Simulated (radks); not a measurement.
Values are calculated unless marked as measured or tabulated.
Problem. The mean radii <r> (bohr) of the occupied orbitals of an atom or ion are listed with their occupations. Level of theory: Dirac Kohn-Sham, SOGGA, spin-unpolarised, spherical densities, finite nucleus; Fermi nuclear charge, rms radius of each element as measured or else 0.836 A^(1/3) + 0.57 fm (a radial shooting solver on a logarithmic mesh with Libxc functionals).

| orbital | occ. | <r> |
|---|---|---|
| 1s1/2 | 2 | 0.03345 |
| 2s1/2 | 2 | 0.1454 |
| 2p1/2 | 2 | 0.1236 |
| 2p3/2 | 4 | 0.1284 |
| 3s1/2 | 2 | 0.4026 |
| 3p1/2 | 2 | 0.3957 |
| 3p3/2 | 4 | 0.4064 |
| 3d3/2 | 4 | 0.3819 |
| 3d5/2 | 6 | 0.3854 |
| 4s1/2 | 2 | 1.004 |
| 4p1/2 | 2 | 1.077 |
| 4p3/2 | 4 | 1.104 |
| 4d3/2 | 4 | 1.364 |

Name the element and its charge. Open shells, if any, fill j = l - 1/2 first.

Solution. Z = 44, ruthenium, charge +4: Ru4+ in [Kr] 4d4. The 1s radius gives Z: for a bare nucleus <r> = (2 gamma + 1)/(2Z) with gamma = sqrt(1 - (Z/c)^2), 0.03289 bohr for Z = 44, and screening makes it slightly larger (0.03345 here). The occupations add up to 40, and the charge is Z minus that.
